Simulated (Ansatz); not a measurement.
The lowest singlet and triplet of PH (SMILES [PH]); geometries from B3LYP-D3(BJ)/def2-TZVP, each state relaxed from the structure named, with no frequency check, low spin by broken symmetry.
Singlet (charge 0, multiplicity 1):
```xyz
2

P      0.00000     0.00000    -0.08930
H      0.00000     0.00000     1.33956
```
Triplet (charge 0, multiplicity 3):
```xyz
2

P      0.00000     0.00000    -0.08928
H      0.00000     0.00000     1.33925
```

A positive gap puts the triplet lower; no zero-point energy. R- takes a restricted singlet, here one determinant of a half-filled degenerate or near-degenerate pair, which mixes singlet states. U- takes an unrestricted singlet (broken symmetry where lower, unprojected). The triplet is unrestricted in single-reference levels. Active spaces average the two states.

Frozen-core correlation.

Programs: Ansatz (a program for electronic structure). Each number belongs to the level named beside it.

```
level                                         gap E(singlet) − E(triplet), adiabatic (kJ/mol)
--------------------------------------------  -----------------------------------------------
R-HF/cc-pV(T+d)Z                                                                        195.2
U-PBE0/def2-TZVPP (spin-contaminated)                                                    33.9
R-CCSD/cc-pV(T+d)Z                                                                      126.5
R-CCSD(T)/cc-pV(Q+d)Z                                                                   113.4
SA-CASSCF(6,5)/cc-pV(T+d)Z                                                              124.1
SC-NEVPT2 on SA-CASSCF(6,5)/cc-pV(D+d)Z                                                 119.3
FIC-NEVPT4(SD) on SA-CASSCF(6,5)/cc-pV(D+d)Z                                            115.8
FIC-NEVPT4(SD) on SA-CASSCF(6,5)/cc-pV(Q+d)Z                                                …
FIC-MRCISD+Q on SA-CASSCF(6,5)/cc-pV(Q+d)Z                                                  …
```

Problem. What belongs in the gaps?

Solution. 
- FIC-NEVPT4(SD) on SA-CASSCF(6,5)/cc-pV(Q+d)Z, gap E(singlet) − E(triplet), adiabatic (kJ/mol): 93.2
- FIC-MRCISD+Q on SA-CASSCF(6,5)/cc-pV(Q+d)Z, gap E(singlet) − E(triplet), adiabatic (kJ/mol): 91.2

Doubts at one or more of the structures used: a restricted determinant that unrestricted orbitals would lower (R-HF/cc-pV(T+d)Z, R-CCSD/cc-pV(T+d)Z, R-CCSD(T)/cc-pV(Q+d)Z).
